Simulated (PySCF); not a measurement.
BBr2, SMILES Br[B+]Br, charge +1. The structure is a stationary point at TPSSh-D3(BJ)/def2-TZVP.

These are PySCF with TPSSh-D3(BJ)/def2-TZVP values and carry that method's errors.

Harmonic wavenumbers (cm⁻¹): 276, 276, 332, 1272. Rotational constants (GHz): 1.015 (linear); symmetry number 2.

Q: Work out the zero-point energy and the ideal-gas rigid-rotor harmonic-oscillator thermochemistry at 298.15 K and 1 atm.

A: ZPE = ½ Σ hcν = ½ × 2157 cm⁻¹ = 3.08 kcal/mol. H − E(el) = 5.97 kcal/mol. Entropy in cal/(mol K): translation 41.31, rotation 17.94, vibration 4.39, total 63.64. G − E(el) = -13.00 kcal/mol. Cp = 12.16 cal/(mol K).
